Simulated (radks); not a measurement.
Q: Cs2+, 53 electrons, occupied as [Kr] 4d10 5s2 5p5. Calculated with a radial shooting solver on a logarithmic mesh with Libxc functionals: Dirac Kohn-Sham, PBE, spin-unpolarised, spherical densities, point nucleus; open shells are shared between the two j in proportion to 2j + 1. Some entries of the table are withheld. Estimate them.

orbital,occ.,eigenvalue (eV),r(max) (bohr)
1s1/2,2,-35789.14,0.01678
2s1/2,2,-5626.224,0.09502
2p1/2,2,-5293.752,0.07270
2p3/2,4,-4941.472,0.07768
3s1/2,2,(1),0.2727
3p1/2,2,-1044.405,0.2592
3p3/2,4,-976.8920,0.2702
3d3/2,4,(2),0.2186
3d5/2,6,(3),0.2217
4s1/2,2,-237.0362,0.6429
4p1/2,2,-187.2183,0.6568
4p3/2,4,-173.4402,0.6809
4d3/2,4,-92.4445,0.7161
4d5/2,6,-90.1547,0.7242
5s1/2,2,-42.5861,1.533
5p1/2,1.66667,-30.0145,1.700
5p3/2,3.33333,-28.2008,1.769

A: 
(1) 3s1/2 eigenvalue (eV): -1183.226
(2) 3d3/2 eigenvalue (eV): -733.0924
(3) 3d5/2 eigenvalue (eV): -718.7601
